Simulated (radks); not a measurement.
The numbers below are computed, except where a source is named.
Initial-state core-level shifts of neutral strontium when its valence configuration changes from [Kr] 5s2. Level of theory: scalar-relativistic Kohn-Sham, BLYP, spin-polarised, spherical densities, finite nucleus; open shells are filled with parallel spins first (spin-orbit coupling, left out, can overturn this in heavy ions); Fermi nuclear charge, rms radius 4.224 fm (a radial shooting solver on a logarithmic mesh with Libxc functionals). Shifts are changes of the shell-averaged eigenvalues in eV (positive: less bound); the change of the density at the nucleus, which sets a Mossbauer isomer shift, is in e/bohr^3, on a base of 6.201e+04.

| valence | 2p | 3s | 4s | 4p | density at nucleus |
|---|---|---|---|---|---|
| 5s1.5 5p0.5 | -0.653 | -0.654 | -0.639 | -0.626 | -2.445 |
| 4d2 | +1.521 | +1.525 | +1.545 | +1.417 | -12.279 |
| 5s1 5p1 | -1.196 | -1.199 | -1.170 | -1.141 | -5.288 |
| 5p2 | -2.442 | -2.447 | -2.380 | -2.320 | -11.367 |
| 4d1 5s1 | +1.103 | +1.101 | +1.095 | +1.020 | -6.521 |
| 4d1 5s0.5 5p0.5 | +0.569 | +0.565 | +0.565 | +0.493 | -9.215 |
| 4d0.5 5s1.5 | +0.628 | +0.626 | +0.616 | +0.572 | -3.489 |
